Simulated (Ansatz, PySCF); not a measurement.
C2H9NOSi2, SMILES O[SiH2]/C=N\[SiH2]C. Atoms are numbered in the order given.

```xyz
15

C      2.3060     0.9136     0.8086
Si     1.6149     0.0219    -0.6892
N      0.6949    -1.3723    -0.1423
C     -0.5242    -1.5146     0.1893
Si    -1.8851    -0.1679     0.2111
O     -1.1972     1.3509     0.3195
H      2.8398     0.2083     1.4645
H      3.0069     1.7095     0.5102
H      1.4781     1.3653     1.3768
H      2.6959    -0.4917    -1.5715
H      0.8040     0.9794    -1.5275
H     -0.8449    -2.5289     0.5285
H     -2.7239    -0.3532     1.4238
H     -2.7302    -0.3204    -1.0127
H     -0.7283     1.6766    -0.4601
```

The structure is a stationary point at B3LYP-D3(BJ)/def2-SVP. The structure was generated by enumeration; whether it is a known compound was not checked. One conformer was computed; it need not be the lowest.

Two levels are set side by side: PBE-D3(BJ)/def2-SVP (Ansatz, a quantum-chemistry and plane-wave program) and B3LYP-D3(BJ)/def2-SVP (Ansatz). Each level has its own optimised geometry; the coordinates shown are those of the second. Frequencies come from the Hessian of PySCF at each geometry. Differences are taken from unrounded values.

```json
[
 {"quantity": "mean bond length (Å)", "B3LYP-D3(BJ)": "1.418"},
 {"quantity": "bond C1–Si2 (Å)", "B3LYP-D3(BJ)": "1.875"},
 {"quantity": "bond Si2–N3 (Å)", "B3LYP-D3(BJ)": "1.758"},
 {"quantity": "bond N3–C4 (Å)", "B3LYP-D3(BJ)": "1.271"},
 {"quantity": "bond C4–Si5 (Å)", "B3LYP-D3(BJ)": "1.915"},
 {"quantity": "bond Si5–O6 (Å)", "B3LYP-D3(BJ)": "1.671"},
 {"quantity": "bond C1–H7 (Å)", "B3LYP-D3(BJ)": "1.101"},
 {"quantity": "bond C1–H8 (Å)", "B3LYP-D3(BJ)": "1.102"},
 {"quantity": "bond C1–H9 (Å)", "B3LYP-D3(BJ)": "1.101"},
 {"quantity": "bond Si2–H10 (Å)", "B3LYP-D3(BJ)": "1.487"},
 {"quantity": "bond Si2–H11 (Å)", "B3LYP-D3(BJ)": "1.509"},
 {"quantity": "bond C4–H12 (Å)", "B3LYP-D3(BJ)": "1.117"},
 {"quantity": "bond Si5–H13 (Å)", "B3LYP-D3(BJ)": "1.486"},
 {"quantity": "bond Si5–H14 (Å)", "B3LYP-D3(BJ)": "1.495"},
 {"quantity": "bond O6–H15 (Å)", "B3LYP-D3(BJ)": "0.966"},
 {"quantity": "highest harmonic wavenumber (cm⁻¹)", "B3LYP-D3(BJ)": "3833"},
 {"quantity": "mean harmonic wavenumber (cm⁻¹)", "B3LYP-D3(BJ)": "1196"},
 {"quantity": "zero-point energy (kcal/mol)", "B3LYP-D3(BJ)": "66.66"}
]
```

**Question.** What does PBE-D3(BJ) give, and how far is it from B3LYP-D3(BJ)? (An estimate is asked for; the answer gives what the named calculation found.)

**Answer.** 
| quantity | PBE-D3(BJ) | PBE-D3(BJ) minus B3LYP-D3(BJ) |
|---|---|---|
| mean bond length (Å) | 1.429 | 0.011 |
| bond C1–Si2 (Å) | 1.880 | 0.005 |
| bond Si2–N3 (Å) | 1.768 | 0.010 |
| bond N3–C4 (Å) | 1.281 | 0.009 |
| bond C4–Si5 (Å) | 1.923 | 0.008 |
| bond Si5–O6 (Å) | 1.684 | 0.014 |
| bond C1–H7 (Å) | 1.108 | 0.007 |
| bond C1–H8 (Å) | 1.109 | 0.007 |
| bond C1–H9 (Å) | 1.108 | 0.007 |
| bond Si2–H10 (Å) | 1.500 | 0.013 |
| bond Si2–H11 (Å) | 1.527 | 0.018 |
| bond C4–H12 (Å) | 1.125 | 0.008 |
| bond Si5–H13 (Å) | 1.500 | 0.014 |
| bond Si5–H14 (Å) | 1.510 | 0.015 |
| bond O6–H15 (Å) | 0.977 | 0.011 |
| highest harmonic wavenumber (cm⁻¹) | 3671 | -162 |
| mean harmonic wavenumber (cm⁻¹) | 1160 | -35 |
| zero-point energy (kcal/mol) | 64.69 | -1.97 |

GGA bonds tend to be longer and softer than those of functionals with exact exchange. Differences between two approximate levels are no errors against the true value.
